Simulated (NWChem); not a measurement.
System meant: C₂H₃FMgO₂

The following NWChem deck was run.

```
start job
memory heap 200 mb stack 900 mb global 1100 mb
geometry units angstroms noautoz
  Mg    -0.010240     1.258212     0.000000
  F     -0.183816     3.010262     0.000000
  C      0.322731    -2.560358     0.000000
  C      0.212798    -1.070765     0.000000
  O      0.151253    -0.426936    -1.092878
  O      0.151253    -0.426936     1.092878
  H      0.832971    -2.907126     0.906508
  H      0.832971    -2.907126    -0.906508
  H     -0.696059    -2.978770     0.000000
end
basis spherical
  Mg library def2-svp
  F library def2-svp
  C library def2-svp
  O library def2-svp
  H library def2-svp
end
dft
  odft
  mult 2
  xc pbe0
  iterations 150
  mulliken
end
task dft energy
```

End of the output:

```
 Summary of "ao basis" -> "" (spherical)
 ------------------------------------------------------------------------------
       Tag                 Description            Shells   Functions and Types
 ---------------- ------------------------------  ------  ---------------------
 Mg                         def2-svp                 8       18   4s3p1d
 F                          def2-svp                 6       14   3s2p1d
 C                          def2-svp                 6       14   3s2p1d
 O                          def2-svp                 6       14   3s2p1d
 H                          def2-svp                 3        5   2s1p

                                 NWChem DFT Module
                                 -----------------

 Summary of "ao basis" -> "ao basis" (spherical)
 ------------------------------------------------------------------------------
       Tag                 Description            Shells   Functions and Types
 ---------------- ------------------------------  ------  ---------------------
 Mg                         def2-svp                 8       18   4s3p1d
 F                          def2-svp                 6       14   3s2p1d
 C                          def2-svp                 6       14   3s2p1d
 O                          def2-svp                 6       14   3s2p1d
 H                          def2-svp                 3        5   2s1p

      Symmetry analysis of basis
      --------------------------

        a'         66
        a"         37

  number of electrons :                   52
  multiplicity        :                    2
 ------------------------------------------------------------------------
  no. of electrons and multiplicity not compatible                  52
 ------------------------------------------------------------------------
 ------------------------------------------------------------------------
  current input line :
    28: task dft energy
 ------------------------------------------------------------------------
 ------------------------------------------------------------------------
 There is an error in the input file
 ------------------------------------------------------------------------
 For more information see the NWChem manual at https://nwchemgit.github.io

0: no. of electrons and multiplicity not compatible:Received an Error in Communication
```

Question: What is wrong, and how is it mended?

Answer: The program refused the input. Cause: the multiplicity doesn't fit the number of electrons (an even count wants an odd multiplicity, and the reverse). This input runs:
```
start job
memory heap 200 mb stack 900 mb global 1100 mb
geometry units angstroms noautoz
  Mg    -0.010240     1.258212     0.000000
  F     -0.183816     3.010262     0.000000
  C      0.322731    -2.560358     0.000000
  C      0.212798    -1.070765     0.000000
  O      0.151253    -0.426936    -1.092878
  O      0.151253    -0.426936     1.092878
  H      0.832971    -2.907126     0.906508
  H      0.832971    -2.907126    -0.906508
  H     -0.696059    -2.978770     0.000000
end
basis spherical
  Mg library def2-svp
  F library def2-svp
  C library def2-svp
  O library def2-svp
  H library def2-svp
end
dft
  xc pbe0
  iterations 150
  mulliken
end
task dft energy
```
It converges to -527.78557 Ha (PBE0/def2-SVP).
